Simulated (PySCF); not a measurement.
**Orbital picture of BeIn⁻**

MN15 at R = 2.453 Å; basis Be aug-cc-pVDZ, In aug-cc-pVDZ-PP with ECP28; scalar-relativistic core potentials; PySCF 2.14. State: ³Σ⁻ (triplet), unpaired electrons π ↑↑. Only the outer orbitals are listed, counted within each symmetry, core potentials removing the inner ones.

```
spin  orbital  occ.  ε (eV)  on Be (%)            main shells (%)
   α       5σ     1   -6.43         19           80 In s, 16 Be s
   α       6σ     1   -2.13         58  52 Be s, 28 In p, 12 In s
   α       3π     1   -0.10         30           69 In p, 30 Be p
   α       3π     1   -0.10         30           69 In p, 30 Be p
   α       7σ     0    1.91         90  66 Be s, 32 In p, 23 Be p
   β       5σ     1   -5.54         12           87 In s, 13 Be s
   β       6σ     1   -1.71         46  44 In p, 33 Be s, 12 Be p
   β       7σ     0    2.25         73  39 Be s, 34 Be p, 28 In p
   β       3π     0    2.41         58           58 Be p, 43 In p
   β       3π     0    2.41         58           58 Be p, 43 In p
```

Problem. Which are the highest filled and the lowest empty level, where do they sit, and how wide is the gap?

Solution. Highest filled α 3π at -0.10 eV (in %: 69 In p, 30 Be p); lowest empty α 7σ at 1.91 eV (in %: 66 Be s, 32 In p, 23 Be p); the gap at MN15 is 2.01 eV. An empty level above zero is unbound, and its energy depends on the basis.

```
bond order (Mayer)                                                                                                 : 2.10
⟨S²⟩                                                                                                               : 2.004
charge on Be (Mulliken, basis-dependent)                                                                           : 0.08
charge on Be (Löwdin, basis-dependent)                                                                             : -0.40
dipole moment (positive dipole points towards In; it is taken about the centre of mass and depends on that origin) : 3.53 D
```

Spin–orbit coupling is left out. The state was picked by a PBE0 search and need not be the measured ground state.
